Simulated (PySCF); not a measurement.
Method: B3LYP-D3(BJ)/def2-TZVP // PBE0-D4/def2-TZVP (PySCF 2.14.0). Isolated molecules, 0 K electronic values unless said otherwise. One relaxed conformer stands for a flexible species; it need not be the lowest. B3LYP has the VWN-RPA correlation part, as in Gaussian. 

Reference species (SMILES): `Br[Si](Br)(Br)Br` (neutral, multiplicity 1).

- LUMO = -1.89 eV
- HOMO = -8.41 eV

Changed species: `Br[Si](O)(Br)O` (H–O–Si–Br torsion -66°, Br–Si–O–H torsion -46°) (2 of 4 Br replaced by OH; the reference has 0 of 4 Br replaced by OH).

Question: Predict the effect on the LUMO and HOMO.

Answer: the LUMO goes up by 1.39 eV, to -0.50 eV; the HOMO goes up by 0.25 eV, to -8.16 eV.
